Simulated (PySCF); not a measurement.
# Orbital picture of SbO

BP86 at R = 1.813 Å; basis Sb def2-TZVPPD with ECP28, O def2-TZVPPD; scalar-relativistic core potentials; PySCF 2.14. State: ²Π (doublet), unpaired electrons π ↑. Only the outer orbitals are listed, counted within each symmetry, core potentials removing the inner ones.

```
spin  orbital  occ.  ε (eV)  on Sb (%)           main shells (%)
   α       5σ     1  -22.96         15            83 O s, 8 Sb s
   α       6σ     1  -13.29         83            81 Sb s, 9 O p
   α       7σ     1   -8.14         37   58 O p, 28 Sb p, 8 Sb s
   α       3π     1   -8.05         27           72 O p, 25 Sb p
   α       3π     1   -8.02         27           73 O p, 25 Sb p
   α       4π     1   -4.63         80           76 Sb p, 21 O p
   α       4π     0   -4.58         79           76 Sb p, 22 O p
   β       5σ     1  -22.69         15                    83 O s
   β       6σ     1  -12.86         81    80 Sb s, 10 O p, 8 O s
   β       7σ     1   -7.95         39  58 O p, 27 Sb p, 10 Sb s
   β       3π     1   -7.95         25           74 O p, 23 Sb p
   β       3π     1   -7.38         24           76 O p, 21 Sb p
   β       4π     0   -4.32         80           77 Sb p, 20 O p
   β       4π     0   -3.59         82           78 Sb p, 18 O p
```

Which are the highest filled and the lowest empty level, where do they sit, and how wide is the gap?

Highest filled α 4π at -4.63 eV (in %: 76 Sb p, 21 O p); lowest empty α 4π at -4.58 eV (in %: 76 Sb p, 22 O p); the gap at BP86 is 0.05 eV. Both belong to one degenerate shell, split only by its one-sided filling, so this is no excitation gap.

| Quantity | Value |
| --- | --- |
| bond order (Mayer) | 1.91 |
| ⟨S²⟩ | 0.752 |
| charge on Sb (Mulliken, basis-dependent) | 0.52 |
| charge on Sb (Löwdin, basis-dependent) | 0.87 |
| dipole moment (positive dipole means Sb(−)O(+)) | -3.16 D |

Spin–orbit coupling is left out. The state is the lowest determinant that a PBE0 search found; another state may lie lower at other levels.
